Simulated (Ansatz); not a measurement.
C₇H₁₃FHfN₂ (`CC[C@@]12[C@H]3[C@H]4[C@H]5[C@@H]1[Hf]4532([NH2])([NH2])[F]`), one more setting.

```yaml
crystal:
  periodic: [false, false, false]
  atoms:
    - {symbol: C, position_ang: [-0.322251, 1.953676, -1.896028]}
    - {symbol: C, position_ang: [-1.453665, 0.977566, -1.601586]}
    - {symbol: C, position_ang: [-1.269964, 0.165777, -0.355653]}
    - {symbol: C, position_ang: [-1.435293, -1.233380, -0.243755]}
    - {symbol: C, position_ang: [-1.220336, -1.609848, 1.096124]}
    - {symbol: C, position_ang: [-0.923612, -0.442479, 1.831652]}
    - {symbol: C, position_ang: [-0.952206, 0.651825, 0.939500]}
    - {symbol: Hf, position_ang: [1.025720, -0.706440, 0.248296]}
    - {symbol: N, position_ang: [1.787878, -2.126753, 1.500020]}
    - {symbol: N, position_ang: [2.348164, 0.823970, 0.548403]}
    - {symbol: F, position_ang: [1.384132, -1.156509, -1.601719]}
    - {symbol: H, position_ang: [0.607750, 1.420134, -2.110547]}
    - {symbol: H, position_ang: [-0.144042, 2.627563, -1.054782]}
    - {symbol: H, position_ang: [-0.556461, 2.566617, -2.768959]}
    - {symbol: H, position_ang: [-2.395787, 1.531448, -1.516899]}
    - {symbol: H, position_ang: [-1.575495, 0.295079, -2.446608]}
    - {symbol: H, position_ang: [-1.652051, -1.900027, -1.066783]}
    - {symbol: H, position_ang: [-1.259008, -2.616261, 1.486003]}
    - {symbol: H, position_ang: [-0.695959, -0.395010, 2.886749]}
    - {symbol: H, position_ang: [-0.762532, 1.682610, 1.200377]}
    - {symbol: H, position_ang: [2.771729, -2.361786, 1.462152]}
    - {symbol: H, position_ang: [1.331886, -2.744972, 2.151399]}
    - {symbol: H, position_ang: [2.582931, 1.544237, -0.120232]}
    - {symbol: H, position_ang: [2.778470, 1.052952, 1.432885]}
basis:
  gaussian: {orbitals: def2-mTZVPP, fitting: {mean_field: cc-pVTZ-jkfit}}
hamiltonian: {xc: {name: revPBE0}}
accuracy: high
output: {forces: true}
```

```sh
$ ansatz run in.yaml --threads 4 --pin off --events-out ev --progress --plain --max-ram 66560MiB --backend cpu
```

Output, abridged:

```
Functional definition: revPBE0
Error: <dir> the basis set cc-pVTZ-JKFIT has no functions for Hf
```
